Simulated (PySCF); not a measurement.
Compound: C₆H₇ClO.
InChI=1S/C6H7ClO/c7-6-1-5(2-6,3-6)4-8/h4H,1-3H2/t5-,6+

Computed, not measured: TDDFT B3LYP/def2-SVPD, vertical, gas phase, core orbitals frozen in the response (PySCF 2.14.0, density-fitted response routines). Isolated species at its GFN2-xTB geometry (one conformer only). Torsions of this conformer, `[O:1]=[CH:2][C@:3]12[CH2:4][C@:5]([Cl:6])([CH2:7]1)[CH2:8]2`: O1–C2–C3–C4 124°.

```
state  E (eV)  E (hartree)       f  |μ| (D)  main configurations (H = HOMO, L = LUMO)
   S1    4.15       0.1525  0.0001     0.09                                 H→L (99%)
   S2    6.03       0.2215  0.0002     0.10                               H-1→L (99%)
   S3    6.18       0.2271   0.058     1.58                               H-2→L (98%)
   S4    6.95       0.2555   0.028     1.03                               H→L+1 (84%)
   S5    7.08       0.2602  0.0011     0.20                               H-4→L (98%)
   S6    7.27       0.2670   0.013     0.67                               H→L+2 (84%)
   S7    7.34       0.2696   0.099     1.89                               H-3→L (80%)
   S8    7.55       0.2776  0.0015     0.23                             H-1→L+2 (93%)
```

Triplets (Tamm–Dancoff): T1 3.55 eV, H→L (98%); T2 5.64 eV, H-2→L (46%), H-3→L (26%), H-7→L (15%); T3 5.99 eV, H-1→L (97%).

The lowest singlet lies at 4.15 eV (299 nm, ultraviolet) and is dark (f under 0.0005); its leading configuration is HOMO→LUMO (99%). The most intense listed level is S7 at 7.34 eV (169 nm, f = 0.099), 3.19 eV above S1. S1 has the pattern of n→π* at C=O. The oscillator strengths of these states sum to 0.201; summed over the whole spectrum of an exact calculation they would give the number of electrons, 68 (Thomas–Reiche–Kuhn). Of the 8 states listed, 4 reach f = 0.01 and 2 stay under 0.0005. Orbital energies (eV): HOMO-3 -9.68, HOMO-2 -8.37, HOMO-1 -8.34, HOMO -7.55, LUMO -1.56, LUMO+1 0.24, LUMO+2 0.40. Singlets were solved by full linear response, triplets in the Tamm–Dancoff approximation.
